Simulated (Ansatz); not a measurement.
Geometry optimisation, Ansatz, UKS PBE/def2-SVP.

Input:

```yaml
crystal:
  periodic: [false, false, false]
  atoms:
    - { symbol: W, position_ang: [0.0, 0.0, 0.0] }
    - { symbol: H, position_ang: [0.0, 0.0, 1.97] }
    - { symbol: F, position_ang: [1.85, 0.0, 0.0] }
    - { symbol: F, position_ang: [0.0, 1.85, 0.0] }
    - { symbol: Cl, position_ang: [-2.39, 0.0, 0.0] }
    - { symbol: O, position_ang: [0.0, -1.94, 0.0] }
    - { symbol: H, position_ang: [0.3816, -2.2771, 0.8723] }
    - { symbol: Cl, position_ang: [0.0, 0.0, -2.39] }
    - { symbol: Cl, position_ang: [0.0, 0.0, 3.64] }
magnetization:
  spin_polarized: true
  initial_magnetization: 1
basis:
  gaussian: { orbitals: def2-SVP }
hamiltonian:
  xc: pbe
relax:
  f_tol: 0.15
  max_steps: 25
  restrain:
    - { distance: [1, 8], at: 2.57, k: 30.0 }
    - { distance: [0, 1], at: 1.72, k: 30.0 }
```

Command:

```bash
$ ansatz run input.yaml --threads 4 --pin off --max-ram 5120MiB --backend cpu --events-out ev --progress --plain --runs-dir out
```

Problem. Where does it end, and by what steps?

Solution. It converged. The restraints hold the end off the free minimum; the threshold counts their pulls, which the force column leaves out. Restrained pairs: H2–Cl9 (1.67 → 2.55 Å), W1–H2 (1.97 → 1.75 Å). After 13 steps the energy has fallen by 0.407 eV (the restraints' own energy left out); Cl9 moved furthest, 1.27 Å.

```csv
step,energy less start (eV),largest force component (eV/Å),accepted
0,0.0000,2.674,yes
1,0.1998,2.890,yes
2,0.2322,2.353,yes
3,0.0836,0.905,yes
4,0.0385,0.915,yes
5,-0.0041,0.918,yes
6,-0.0253,0.843,yes
7,-0.0656,0.918,yes
8,-0.1229,0.925,yes
9,-0.2130,1.032,yes
10,-0.2722,0.916,yes
11,-0.3817,1.128,yes
12,-0.3599,1.156,no
13,-0.4074,1.165,yes
```

```xyz
9
Properties=species:S:1:pos:R:3
W -0.039 0.010 -0.201
H 0.027 0.461 1.484
F 1.816 0.255 -0.002
F -0.131 1.887 -0.244
Cl -2.319 0.072 0.035
O 0.063 -1.645 0.558
H 0.098 -1.827 1.576
Cl 0.150 -0.346 -2.497
Cl 0.176 -1.235 3.383
```

The run took 96 s on 4 threads of Arm Neoverse V1, with other jobs on the host, peak memory 0.43 GiB.
